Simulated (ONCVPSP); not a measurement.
**Ir: variants of one ONCV potential**

Base potential:

```json
{
 "Element": "iridium (Ir)",
 "Generator": "ONCVPSP 4.0.1",
 "Type": "optimised norm-conserving Vanderbilt (ONCV)",
 "Functional": "LDA (Perdew-Wang 92)",
 "Relativity": "scalar-relativistic",
 "Frozen core": "[Xe] 4f14",
 "Valence charge": "9",
 "Reference configuration": "5d7.5 6s1.5",
 "Partial waves": "6s: rc 2.10 bohr, ncon 3, nbas 6, qcut 2.7 1/bohr, 2 projectors, debl 3.1 Ha; p scattering state at 0.37 Ha: rc 2.30 bohr, ncon 5, nbas 8, qcut 3 1/bohr, 2 projectors, debl 2.4 Ha; 5d: rc 1.50 bohr, ncon 3, nbas 8, qcut 7.1 1/bohr, 3 projectors, debl 3.9 Ha",
 "Local potential": "polynomial inside 1.35 bohr (lpopt 4, dvloc0 4 Ha)",
 "Core correction": "polynomial model core, fcfact 0.2"
}
```

All-electron outer shells of the reference configuration (LDA (PZ), scalar-relativistic, ld1.x):

```
shell  level (eV)  outermost node (bohr)  outermost maximum (bohr)
   5p      -53.70                   0.54                      1.01
   5d       -6.47                   0.59                      1.31
   6s       -6.21                   1.17                      2.41
```

Cutoffs, loose and tight: the cutoffs (Ha) at which the residual kinetic energy of the hardest occupied pseudo-wave falls to 1 and 0.1 mHa per electron. They do not see the model core or the augmentation charge, which bear on the density cutoff. Test errors are all-electron minus pseudo excitation energies from the reference, over the configurations 5d7 6s2; 5d7 6s1; 5d7 6s0; 5d5 6s0. A dash means not determined; rows that change the core or the reference have their own tests.

For the base: The cutoffs count occupied waves only; projector 2 of the p channel, the hardest unoccupied one, needs 49 Ha at the loose tolerance.

| change | outcome | cutoff, loose | cutoff, tight | bound ghosts | GHOST(+) flags above zero | largest test error (meV) |
| --- | --- | --- | --- | --- | --- | --- |
| base | generated | 18 Ha | 21 Ha | none | s, p | -395 |
| core correction polynomial model core, fcfact 0.14 | generated | 18 Ha | 21 Ha | none | s, p | -373 |
| core correction polynomial model core, fcfact 0.36 | generated | 18 Ha | 21 Ha | none | s, p | -419 |
| core correction polynomial model core, fcfact 0.58 | generated | 18 Ha | 21 Ha | none | s, p | -427 |
| core correction polynomial model core, fcfact 0.8 | generated | 18 Ha | 21 Ha | none | s, p | -433 |
| core correction polynomial model core, fcfact 0.98 | generated | 18 Ha | 21 Ha | none | s, p | -433 |
| core correction polynomial model core, fcfact 1.14 | generated | 18 Ha | 21 Ha | none | s, p | -433 |

Reading the sweep of the fcfact (base included, trends over the rows without a ghost): The loose cutoff stays near 18 Ha. The median size of the test errors (rows with all tests solved) stays near 18.4 meV.
